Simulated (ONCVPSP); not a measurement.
## V (Z = 23): variants of one ONCV potential

Base potential:

ONCVPSP 4.0.1 input, shortened (lines: element, Z, core and valence counts, functional; n l f; lmax; l rc ep ncon nbas qcut; lloc lpopt rc5 dvloc0; l nproj debl; icmod fcfact rcfact), PBE, scalar-relativistic:

```
  V 23.00    3    4        4      upf
    1    0    2.00
    2    0    2.00
    2    1    6.00
    3    0    2.00
    3    1    6.00
    3    2    3.00
    4    0    1.00
    2
    0    1.70    0.00    4    7    7.10
    1    1.10    0.00    5    8    6.10
    2    2.05    0.00    5   10    9.10
    4    5    1.00    2.00
    0    2    1.10
    1    1    3.60
    2    2    2.80
    3    2.25    1.25
```

All-electron outer shells of the reference configuration (PBE, scalar-relativistic, ld1.x):

```
shell  level (eV)  outermost node (bohr)  outermost maximum (bohr)
   2p     -510.70                      –                      0.21
   3s      -77.83                   0.38                      0.82
   3p      -51.65                   0.35                      0.84
   3d      -12.63                      –                      0.90
   4s      -10.90                   1.17                      2.59
```

Cutoffs, loose and tight: the cutoffs (Ha) at which the residual kinetic energy of the hardest occupied pseudo-wave falls to 1 and 0.1 mHa per electron. They do not see the model core or the augmentation charge, which bear on the density cutoff. Test errors are all-electron minus pseudo excitation energies from the reference, over the configurations 3s2 3p6 3d3 4s2; 3s2 3p6 3d3 4s0; 3s2 3p6 3d2 4s0; 3s2 3p6 3d3 4s1 4p1. A dash means not determined; rows that change the core or the reference have their own tests.

```tsv
change	outcome	cutoff, loose	cutoff, tight	bound ghosts	GHOST(+) flags above zero	largest test error (meV)
base	generated	37 Ha	138 Ha	none	none	+78
d: qcut 9.2	generated	37 Ha	138 Ha	none	none	+77
d: qcut 10.6	generated	37 Ha	138 Ha	none	none	+63
d: qcut 11.8	generated	37 Ha	138 Ha	none	none	+60
d: qcut 13.4	generated	37 Ha	138 Ha	none	none	+56
```

Question: What comes out with this change to the base: d: qcut 8.1?

Answer: outcome: generated; cutoff, loose: 37 Ha; cutoff, tight: 138 Ha; bound ghosts: none; GHOST(+) flags above zero: none; largest test error (meV): +97.

Question: What comes out with this change to the base: d: qcut 6.8?

Answer: outcome: generated; cutoff, loose: 37 Ha; cutoff, tight: 138 Ha; bound ghosts: none; GHOST(+) flags above zero: none; largest test error (meV): +137.

Question: What comes out with this change to the base: d: qcut 5.7?

Answer: outcome: generated; cutoff, loose: 58 Ha; cutoff, tight: 138 Ha; bound ghosts: none; GHOST(+) flags above zero: none; largest test error (meV): +193.

Reading the sweep of the qcut of the d channel (base included, trends over the rows without a ghost): The loose cutoff falls from 58 Ha at 5.7 to 37 Ha at 13.4 1/bohr. The median size of the test errors (rows with all tests solved) stays near 3.3 meV.
